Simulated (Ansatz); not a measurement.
Reaction (ligand exchange at the Si–O bond): `CC[Si]OC` + H₂S → `CC[Si]S` + CH₃OH

Isolated molecules relaxed with PBE0-D4/def2-TZVP in Ansatz; ΔE leaves out vibrations. CCSD(T)/CBS is the MP2 limit (def2-TZVPP, def2-QZVPP) plus CCSD(T) − MP2 in def2-TZVPP, frozen cores. This one scheme is used for every species. Functionals use def2-TZVPP. HSE06 is defined as in plane-wave codes. One conformer a species, not always the lowest.

CCSD(T)/CBS gives +5.5 kcal/mol.

(1) Another level gave +6.5 kcal/mol. Which?
A. LC-ωPBE/def2-TZVPP
B. ωB97X-V/def2-TZVPP
C. HSE06-D4/def2-TZVPP
D. r2SCANh/def2-TZVPP

Largest T1 diagnostic among the species: 0.013.

Results:

(1) B. ωB97X-V 6.5, HSE06-D4 3.0, r2SCANh 4.2, LC-ωPBE 5.5 kcal/mol.

The D4 term adds +0.9 kcal/mol with B3LYP and +0.5 kcal/mol with PBE0; it sums over pairs of atoms, weighted by their polarisabilities, and B3LYP, whose exchange is more repulsive, gets the larger term. Leaving LDA and LC-ωPBE aside and taking each functional with its dispersion term where it has one, the values, not all of them listed here, spread over 5.1 kcal/mol, from PBE-D4 to CAM-B3LYP-D4. LDA lies +2.3 kcal/mol from PBE without D4.

B3LYP here is the variant with VWN-RPA as its local correlation; programs differ in this.
